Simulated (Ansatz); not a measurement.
`S[CH2][GeH2][Cl]` + CH₃OH → `C[O][GeH2][Cl]` + CH₃SH at 500 K and 1 bar (ligand exchange at a Ge–C bond).

Computed with Ansatz on PBE0-D4/def2-TZVP structures; ΔE is electronic, products minus reactants. CBS: MP2 limit from def2 TZ/QZ plus the TZ coupled-cluster correction, frozen cores. This one scheme is used for every species. For Ge outer-core shells are correlated without core-valence functions, which leaves a few kJ/mol of doubt a bond. Scalar relativity is left out up to krypton. One conformer a species, not always the lowest.

```
           species  CCSD(T)/CBS energy (Eh)  H − E (kJ/mol)  S (J/(mol·K))
`S[CH2][GeH2][Cl]`              -2974.76393           185.8          409.7
             CH₃OH               -115.61712           157.0          265.4
  `C[O][GeH2][Cl]`              -2652.16457           196.3          408.5
             CH₃SH               -438.22835           145.1          283.7
```

H − E and S are ideal-gas, rigid-rotor, harmonic terms from PBE0-D4/def2-TZVP, for one conformer and one mirror image of each species. 1 Eh = 2625.50 kJ/mol, R = 8.31446 J/(mol·K).

Problem. By hand: ΔE, ΔH, ΔS and ΔG.

Solution. ΔE = (-2652.16457) + (-438.22835) − (-2974.76393) − (-115.61712) = -0.01187 Eh = -31.2 kJ/mol. Δ(H − E) = 196.3 + 145.1 − 185.8 − 157.0 = -1.4, so ΔH = -32.6 kJ/mol. ΔS = 408.5 + 283.7 − 409.7 − 265.4 = 17.1 J/(mol·K). ΔG = -32.6 − 500 × (17.1)/1000 = -41.2 kJ/mol.

Problem. By hand: the equilibrium constant, and the temperature at which ΔG would vanish if ΔH and ΔS stayed fixed.

Solution. log₁₀ K = −ΔG/(RT ln 10) = 4.3. ΔH and −TΔS have one sign here, so there is no such temperature.

ΔH outweighs TΔS. A doubt of 5 kJ/mol in ΔE shifts log₁₀ K by 0.5 here. Other conformers and mirror images would add mixing entropy, several J/(mol·K) or more a flexible species. Modes under 60 cm⁻¹, often nearly free rotors, make the harmonic entropy too high. These are equilibria of isolated gas molecules and say nothing of rates. Largest T1 diagnostic: 0.011 (customary marks: 0.02 for closed shells, 0.045 for open ones).
